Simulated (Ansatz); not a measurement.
Compare A (`OC1BN1`) with its isomer B (`NB1CO1`).

Computed with Ansatz on PBE0-D4/def2-TZVP structures; ΔE is electronic, products minus reactants. CCSD(T)/CBS is the MP2 limit (def2-TZVPP, def2-QZVPP) plus CCSD(T) − MP2 in def2-TZVPP, frozen cores. Functionals use def2-TZVPP. B3LYP here is the variant with VWN-RPA as its local correlation; programs differ in this. Each species was taken in one conformer, which may not be the lowest.

(1) Which is lower in electronic energy at CCSD(T)/CBS, and by how much? (Best estimate.)

(2) Give E(B) − E(A) in kcal/mol with B3LYP-D4, B2PLYP, CCSD(T)/def2-SVP, PBE0-D4, ωB97M-V, MP2/def2-TZVPP, LDA (SPW92). (Estimate.)

(3) Does the order hold for the free energy at 298.15 K (harmonic terms from PBE0-D4)? (Estimate.)

Largest T1 diagnostic: 0.013.

Results:

(1) Computed: B, by 46.6 kcal/mol.

(2) Computed: B3LYP-D4 -47.2, B2PLYP -47.8, CCSD(T)/def2-SVP -46.0, PBE0-D4 -45.7, ωB97M-V -46.5, MP2/def2-TZVPP -47.7, LDA (SPW92) -43.9. None reverses the order clearly.

(3) Computed: Yes: G(B) − G(A) = -44.9 kcal/mol, for one conformer each.

Leaving LDA and LC-ωPBE aside and taking each functional with its dispersion term where it has one, the values, not all of them listed here, spread over 3.8 kcal/mol, from B97M-V to revPBE-D4. LDA lies +1.6 kcal/mol from PBE without D4. In def2-TZVPP, CCSD(T) changes the Hartree–Fock value by +1.4 kcal/mol (the triples alone add +0.2 kcal/mol) and MP2 by +0.9 kcal/mol.
